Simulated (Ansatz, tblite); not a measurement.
Spin states of the cluster Ge₂H₂ (the lowest singlet isomer of a short search), each relaxed with r2SCAN-D4/def2-TZVP in Ansatz. Electronic energies in the gas phase.

The 6-31G sets use Cartesian d functions. The xTB rows come from tblite. B3LYP takes the VWN-RPA correlation. HSE06 is defined as in plane-wave codes, on full-range PBE exchange. Correlated methods freeze 18 core orbitals; core or outer-core shells of Ge are correlated, in sets that lack core-valence functions. HOMO above LUMO, or a gap near zero within one spin, warns that the state may not be the lowest or that an electron is smeared out. The structure comes from a short search, and lower isomers may exist.

Singlet geometry (C2v within 0.1 Å):

```xyz
4

Ge    1.0168   -0.3703   -0.6136
Ge   -1.1246    0.5045   -0.1682
H    -0.3530   -1.0093    0.2852
H     0.4607    0.8751    0.4965
```

Triplet geometry (C2v within 0.1 Å):

Cartesian coordinates in Å:
```
Ge -0.7262 -1.1438 0.3917
Ge 0.6716 1.1262 -0.5194
H -0.7942 0.6198 0.3257
H 0.8487 -0.6021 -0.1980
```

Quintet geometry (D2h within 0.1 Å):

```xyz
4

Ge   -0.670   -1.072   -0.530
Ge    0.669    1.071    0.531
H     0.775   -0.704    0.443
H    -0.775    0.704   -0.444
```

⟨S²⟩: triplet 2.01 at PBE0-D4/def2-TZVP (pure 2.00), quintet 6.01 at PBE0-D4/def2-TZVP (pure 6.00).

Only these spin states were relaxed.

| level | triplet − singlet (kcal/mol) | quintet − singlet (kcal/mol) | lowest of these |
| --- | --- | --- | --- |
| GFN1-xTB | 43.7 | 106.3 | singlet |
| GFN2-xTB | 47.7 | 140.7 | singlet |
| HF/def2-TZVPP | 15.5 | 73.8 | singlet |
| B3LYP-D4/6-31G | 29.1 | 94.0 | singlet |
| PBE0-D4/def2-TZVP | 34.8 | 94.5 | singlet |
| HSE06-D4/def2-TZVP | 34.7 | 93.7 | singlet |
| B2PLYP/def2-TZVP | 36.9 | 99.5 | singlet |
| RPA@PBE/def2-TZVP | 38.8 | 97.9 | singlet |
| MP2/def2-TZVP | 40.7 | 93.8 | singlet |
| MP2/def2-TZVPP | 40.7 | 94.0 | singlet |

Task: Estimate the rows for HF/6-31G, HF/def2-TZVP, PBE-D4/def2-TZVP, revPBE-D4/def2-TZVP, r2SCAN-D4/def2-TZVP, r2SCANh-D4/def2-TZVP, BHLYP-D4/def2-TZVP, CCSD/def2-TZVPP, CCSD(T)/def2-TZVPP.

Result: 
| level | triplet − singlet (kcal/mol) | quintet − singlet (kcal/mol) | lowest of these | remarks |
| --- | --- | --- | --- | --- |
| HF/6-31G | 8.1 | 62.4 | singlet | – |
| HF/def2-TZVP | 15.5 | 74.0 | singlet | – |
| PBE-D4/def2-TZVP | 34.7 | 95.8 | singlet | gap within one spin near zero (triplet) |
| revPBE-D4/def2-TZVP | 33.1 | 93.0 | singlet | gap within one spin near zero (triplet) |
| r2SCAN-D4/def2-TZVP | 34.4 | 92.4 | singlet | – |
| r2SCANh-D4/def2-TZVP | 33.8 | 92.1 | singlet | – |
| BHLYP-D4/def2-TZVP | 31.7 | 98.9 | singlet | – |
| CCSD/def2-TZVPP | 35.6 | 95.2 | singlet | – |
| CCSD(T)/def2-TZVPP | 38.2 | 96.3 | singlet | – |

The xTB methods have no term that favours high spin, so they put low spin too low.
